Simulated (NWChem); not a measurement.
CH5F2NSi; SMILES NC[SiH](F)F

```xyz
10

N     -0.0036     2.2616     0.0149
C     -0.7792     1.0730    -0.3328
Si    -0.0151    -0.4947     0.3293
F      1.5012    -0.5693    -0.2398
F     -0.7746    -1.8265    -0.1878
H      0.0333     2.4009     1.0229
H      0.9586     2.1755    -0.3070
H     -0.8759     1.0035    -1.4306
H     -1.8135     1.1864     0.0350
H      0.0701    -0.5474     1.8104
```
Atoms are numbered in this order, from 1.

Program: NWChem. Pople sets run with spherical d functions. All runs use the structure optimised with PBE0/def2-SVP. Ions are spin-unrestricted doublets at the neutral geometry; other ion states weren't tried.

**Question.** Predict the results for BHandHLYP/6-31+G*. Quantities: vertical ionisation energy, ΔSCF (eV); −ε(HOMO) (eV).

**Answer.** The vertical ionisation energy, ΔSCF (eV) is 9.48 and the −ε(HOMO) (eV) is 8.44.
